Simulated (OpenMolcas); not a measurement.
## N: effect of the basis set

```yaml
Program: OpenMolcas 26.06
Method: CASSCF
Active_space: 3 electrons in 3 orbitals (2p)
State_averaging: 2S+1 = 4 odd, 1 root; 2S+1 = 2 odd, 8 roots
Spin-orbit_coupling: RASSI with atomic mean-field integrals over the reference wave functions, term energies averaged over their components
```

A. ANO-R1 [3s2p1d], X2C, finite nucleus; cost about 2.6 core-seconds
B. ANO-RCC-VTZP [4s3p2d1f], DKH2, point nucleus; cost roughly 1.5 core-seconds
C. ANO-L-VTZP [4s3p2d1f], non-relativistic, point nucleus; cost of the order of 2.8 core-seconds
D. ANO-R2 [4s4p2d1f], X2C, finite nucleus; cost about 4 core-seconds
E. ANO-R3 [4s4p2d1f], X2C, finite nucleus; cost about 2.3 core-seconds
F. ANO-RCC-VQZP [5s4p3d2f1g], DKH2, point nucleus; cost of the order of 2.3 core-seconds

Energies in cm⁻¹ above 2s² 2p³ ⁴S°_3/2, the measured ground level; measured values from NIST Handbook of Basic Atomic Spectroscopic Data.

```json
{"Level": "2s² 2p³ ⁴S°_3/2", "A": "0.0", "B": "0.0", "C": "0.0", "D": "0.0", "E": "0.0", "F": "0.0", "Measured": "0.0"}
{"Level": "2s² 2p³ ²D°_3/2", "A": "23161", "B": "23021", "C": "23066", "D": "23010", "E": "23010", "F": "23011", "Measured": "19233"}
{"Level": "2s² 2p³ ²D°_5/2", "A": "23161", "B": "23021", "C": "23066", "D": "23011", "E": "23011", "F": "23011", "Measured": "19224"}
{"Level": "2s² 2p³ ²P°_1/2", "A": "38380", "B": "38021", "C": "38108", "D": "37992", "E": "37992", "F": "37994", "Measured": "28839"}
{"Level": "2s² 2p³ ²P°_3/2", "A": "38380", "B": "38021", "C": "38109", "D": "37993", "E": "37993", "F": "37994", "Measured": "28839"}
```

Deviations, from unrounded energies. A percentage is the sum of absolute deviations over the sum of measured energies, with the sign that they share, or ± where signs differ.

```csv
Against measurement,Levels,A,B,C,D,E,F
mean absolute deviation (cm-1),4,6700,6500,6600,6500,6500,6500
other terms of the ground configuration (%),4,+28.0,+27.0,+27.3,+26.9,+26.9,+26.9
```

A, B, C, D, E, F lie about equally close to measurement. The largest miss of D in the table is 2s² 2p³ ²P°_3/2, by +9200 cm-1. The ranking rests on the paired levels alone, and a cruder setting can come out closer through cancelling errors.

Among A to F the level of the table that moves most is 2s² 2p³ ²P°_1/2, by 390 cm-1 (lowest in D, highest in A).

Without dynamic correlation excited terms often stand tens of per cent too high (terms of higher spin than the ground term too low), and those without a measured partner can miss by more than the paired ones. With the s shell closed, the reference lacks s² → p² mixing. Measured partners are found by configuration, term and J. A level has none where our copy of the source lacks it or the pairing is in doubt (some pairs that miss far off the trend of their configuration count as doubtful), and it then counts in no deviation. Levels of configurations outside the active space are missing.

° marks odd parity.
